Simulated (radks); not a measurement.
The numbers below are computed, except where a source is named.
These are the eigenvalues of the occupied orbitals of an atom or ion with whole-number occupations (eV). Level of theory: Dirac Kohn-Sham, BLYP, spin-unpolarised, spherical densities, finite nucleus; Fermi nuclear charge, rms radius of each element as measured or else 0.836 A^(1/3) + 0.57 fm (a radial shooting solver on a logarithmic mesh with Libxc functionals).

| orbital | eigenvalue |
|---|---|
| 1s1/2 | -3215.689 |
| 2s1/2 | -386.4084 |
| 2p1/2 | -321.5545 |
| 2p3/2 | -319.2845 |
| 3s1/2 | -98.3878 |
| 3p1/2 | -82.1117 |

Which element is it, and in what charge state? The configuration may be excited. Open shells, if any, fill j = l - 1/2 first.

Answer. Z = 18, argon, charge +5: Ar5+ in [Ne] 3s2 3p1. The list shows which subshells hold electrons but not how many an open one holds; the 1s level, -118.17 hartree, gives Z - s = 15.4 by -(Z - s)^2/2, which with screening and relativity narrows Z to a few neighbours, and the depths of the outer levels then fix element, charge and occupations together.
